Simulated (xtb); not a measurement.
xtb input (GFN2-xTB):

```bash
xtb mol.xyz --gfn 2 --ohess tight --chrg 1 --uhf 0
```
mol.xyz:
```
3

Cu     0.00082978     0.01199364    -1.65262196
C     -0.02778559    -0.02312890     0.27907057
O      0.00376994    -0.03858785     1.35190102
```

Output:

```
           -------------------------------------------------
          |                Calculation Setup                |
           -------------------------------------------------

           -------------------------------------------------
          |                 G F N 2 - x T B                 |
           -------------------------------------------------

        Reference                      10.1021/acs.jctc.8b01176
      * Hamiltonian:
        H0-scaling (s, p, d)           1.850000    2.230000    2.230000
        zeta-weighting                 0.500000
      * Dispersion:
        s8                             2.700000
        a1                             0.520000
        a2                             5.000000
        s9                             5.000000
      * Repulsion:
        kExp                           1.500000    1.000000
        rExp                           1.000000
      * Coulomb:
        alpha                          2.000000
        third order                    shell-resolved
        anisotropic                    true
        a3                             3.000000
        a5                             4.000000
        cn-shift                       1.200000
        cn-exp                         4.000000
        max-rad                        5.000000

          ...................................................
          :                      SETUP                      :
          :.................................................:
          :  # basis functions                  18          :
          :  # atomic orbitals                  17          :
          :  # shells                            7          :
          :  # electrons                        20          :
          :  max. iterations                   250          :
          :  Hamiltonian                  GFN2-xTB          :
          :  restarted?                      false          :
          :  GBSA solvation                  false          :
          :  PC potential                    false          :
          :  electronic temp.          300.0000000     K    :
          :  accuracy                    1.0000000          :
          :  -> integral cutoff          0.2500000E+02      :
          :  -> integral neglect         0.1000000E-07      :
          :  -> SCF convergence          0.1000000E-05 Eh   :
          :  -> wf. convergence          0.1000000E-03 e    :
          :  Broyden damping             0.4000000          :
          :  net charge                          1          :
          :  unpaired electrons                  0          :
          ...................................................

 iter      E             dE          RMSdq      gap      omega  full diag
   1     -9.6573639 -0.965736E+01  0.117E+01    6.31       0.0  T
   2     -9.6725794 -0.152155E-01  0.745E+00    4.60       1.0  T
   3     -9.6631441  0.943526E-02  0.214E+00    2.57       1.0  T
   4     -9.6761586 -0.130145E-01  0.820E-01    3.21       1.0  T
   5     -9.6767228 -0.564190E-03  0.252E-01    3.43       1.0  T
   6     -9.6767089  0.138510E-04  0.161E-01    3.27       1.0  T
[...]
   full:       -0.012       0.006      -2.186       5.555
molecular quadrupole (traceless):
                xx          xy          yy          xz          yz          zz
 q only:       -3.868       0.000      -3.866       0.022      -0.125       7.735
  q+dip:       -6.596       0.000      -6.592       0.024      -0.233      13.188
   full:       -5.443       0.000      -5.440       0.025      -0.175      10.883

           -------------------------------------------------
          |                Geometry Summary                 |
           -------------------------------------------------

      molecular mass/u    :       91.5561808
   center of mass at/Å    :       -0.0067350      -0.0016085      -0.8868635
  moments of inertia/u·Å² :        0.2942922E-04   0.1383363E+03   0.1383363E+03
rotational constants/cm⁻¹ :        0.5728195E+06   0.1218598E+00   0.1218598E+00

 * 1 selected distances

     #   Z          #   Z                                           value/Å
     2   6 C        3   8 O                                       1.1094297 (max)

 * 1 distinct bonds (by element types)

   Z      Z             #   av. dist./Å        max./Å        min./Å
   6 C    8 O           1     1.1094297     1.1094297     1.1094297

           -------------------------------------------------
          |               Frequency Printout                |
           -------------------------------------------------
 vibrational frequencies (cm⁻¹)
eigval :        0.00     0.00     0.00     0.00     0.00   236.08
eigval :      236.10   273.07  2297.11
 reduced masses (amu)
   1: 49.73   2: 49.44   3: 48.48   4: 28.23   5: 27.95   6: 13.89   7: 13.88   8: 29.38
   9: 13.70
 IR intensities (km·mol⁻¹)
   1: 10.77   2: 10.75   3: 10.65   4:  0.42   5:  0.39   6:  4.41   7:  4.41   8:  7.48
   9:314.01
 Raman intensities (Ä⁴*amu⁻¹)
   1:  0.00   2:  0.00   3:  0.00   4:  0.00   5:  0.00   6:  0.00   7:  0.00   8:  0.00
   9:  0.00
 output can be read by thermo (or use thermo option).
 writing <g98.out> molden fake output.
 recommended (thermochemical) frequency scaling factor: 1.0
           -------------------------------------------------
          |             Thermodynamic Functions             |
           -------------------------------------------------

cin symmetry found (for desy threshold:  0.10E+00) used in thermo

          ...................................................
          :                      SETUP                      :
          :.................................................:
          :  # frequencies                           4      :
          :  # imaginary freq.                       0      :
          :  linear?                              true      :
          :  only rotor calc.                    false      :
          :  symmetry                              cin      :
          :  rotational number                       1      :
          :  scaling factor                  1.0000000      :
          :  rotor cutoff                   50.0000000 cm⁻¹ :
          :  imag. cutoff                  -20.0000000 cm⁻¹ :
          :.................................................:

    mode    ω/cm⁻¹     T·S(HO)/kcal·mol⁻¹    T·S(FR)/kcal·mol⁻¹   T·S(vib)
   ------------------------------------------------------------------------
       1    236.08    -0.54629 ( 99.80%)    -0.59652 (  0.20%)    -0.54639
       2    236.10    -0.54623 ( 99.80%)    -0.59648 (  0.20%)    -0.54633
       3    273.07    -0.47008 ( 99.89%)    -0.55342 (  0.11%)    -0.47018
   ------------------------------------------------------------------------
Note: The following floating-point exceptions are signalling: IEEE_DENORMAL
normal termination of xtb

   temp. (K)  partition function   enthalpy   heat capacity  entropy
                                   cal/mol     cal/K/mol   cal/K/mol   J/K/mol
 298.15  VIB   2.95                  921.029      5.294      5.243
         ROT  0.170E+04              592.502      1.987     16.770
         INT  0.502E+04             1513.531      7.281     22.012
         TR   0.848E+27             1481.254      4.968     39.437
         TOT                        2994.7848    12.2493    61.4495   257.1048

       T/K    H(0)-H(T)+PV         H(T)/Eh          T*S/Eh         G(T)/Eh
   ------------------------------------------------------------------------
    298.15    0.477249E-02    0.117035E-01    0.291967E-01   -0.174932E-01
   ------------------------------------------------------------------------

         :::::::::::::::::::::::::::::::::::::::::::::::::::::
         ::                  THERMODYNAMIC                  ::
         :::::::::::::::::::::::::::::::::::::::::::::::::::::
         :: total free energy          -9.588533989894 Eh   ::
         ::.................................................::
         :: total energy               -9.571040835303 Eh   ::
         :: zero point energy           0.006931005500 Eh   ::
         :: G(RRHO) w/o ZPVE           -0.024424160091 Eh   ::
         :: G(RRHO) contrib.           -0.017493154591 Eh   ::
         :::::::::::::::::::::::::::::::::::::::::::::::::::::

optimized geometry written to: xtbopt.xyz

           -------------------------------------------------
          | TOTAL ENERGY               -9.571040835303 Eh   |
          | TOTAL ENTHALPY             -9.559337336503 Eh   |
          | TOTAL FREE ENERGY          -9.588533989894 Eh   |
          | GRADIENT NORM               0.000287884122 Eh/α |
          | HOMO-LUMO GAP               3.001601484682 eV   |
           -------------------------------------------------

------------------------------------------------------------------------
------------------------------------------------------------------------
 total:
 SCF:
 ANC optimizer:
 analytical hessian:
```
